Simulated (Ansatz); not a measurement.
The molecule ZnSb, multiplicity 4 (lowest of 2S+1 = 2, 4 at CCSD(T)/def2-TZVPP on PBE0 minima; our sources give no spin for the ground state, which may be another). No spin–orbit coupling. Zn is treated without relativity.

Constants: fifth-degree fit in 1/R to seven points, most abundant isotopes. Runs in def2 and cc sets follow the lowest solution found near the PBE0 minimum.

Codes used: Ansatz (Gaussian basis) for Hartree–Fock, density functionals and correlated methods. Values without a source in brackets are computed. In def2 rows elements past Kr take small-core potentials, without spin–orbit coupling.

Energies at r2SCAN/def2-TZVPP:

```
R (Å)        E (hartree)
--------  --------------
2.594230  -2019.69837681
2.663967  -2019.69948520
2.728125  -2019.69984510
2.800652  -2019.69969322
2.873179  -2019.69912060
2.956864  -2019.69811877
3.054496  -2019.69669197
```

Problem. With a reduced mass of 41.8176 u, find the minimum, the force constant and the constants.

Solution. A fifth-degree polynomial in 1/R puts the minimum at r_e = 2.7426 Å with force constant 46.2 N/m. Then ω_e = (1/2πc)√(k/μ) = 137 cm⁻¹ and B_e = h/(8π²cμr_e²) = 0.05360 cm⁻¹; the cubic and quartic terms give α_e = 0.00042 and ω_e x_e = 1.1 cm⁻¹.

Ansatz is a first-principles code.
